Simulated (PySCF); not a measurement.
HInO: breathing scan

Method: PySCF, PBE0, basis In def2-TZVP with ECP28, O def2-TZVP, H def2-TZVP (scalar-relativistic core potentials, no spin–orbit coupling, density fitting).

Rigid scan from the singlet minimum (In–H 1.664 Å, In–O 1.818 Å; H–In–O 180.0°). Coordinate: all bonds to the central atom scaled together. Energies in kJ/mol from the minimum.

| scale of all bonds to the centre | E (kJ/mol) | dipole size (D) |
| --- | --- | --- |
| 0.88 | 156.0 | 4.14 |
| 0.92 | 60.6 | 4.42 |
| 0.96 | 13.3 | 4.65 |
| 1.00 | 0.0 | 4.85 |
| 1.04 | 10.4 | 5.02 |
| 1.08 | 36.7 | 5.14 |
| 1.14 | 94.3 | 5.24 |
| 1.22 | 185.8 | 5.21 |
| 1.35 | 331.8 | 4.79 |

At long bonds a restricted determinant can lie too high, and another spin state can fall below this curve.

Other isomers or separated fragments may lie lower.
